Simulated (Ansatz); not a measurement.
Cartesian coordinates in Å:
```
C -1.832 -0.208 1.303
C -0.687 -0.048 0.433
C 0.274 0.081 -0.289
B 1.433 0.284 -1.245
O 2.653 -0.213 -0.924
H -2.600 -0.814 0.817
H -2.275 0.763 1.539
H -1.554 -0.695 2.241
H 1.277 0.877 -2.278
H 3.312 -0.028 -1.597
```

Total charge 0; spin multiplicity 1.

Problem. List the PBE/def2-TZVPP orbital energies in eV (Ansatz). (Best estimate.)

Solution. Ansatz gave: Occupied: -510.84, -269.59, -269.11, -268.17, -177.46, -25.76, -19.42, -17.29, -14.26, -12.10, -11.16, -10.70, -10.68, -10.26, -8.91, -7.76, -6.61, -6.29. Lowest empty: -1.80, -0.33, 0.55, 0.87, 1.65, 1.89, 2.20, 2.60.
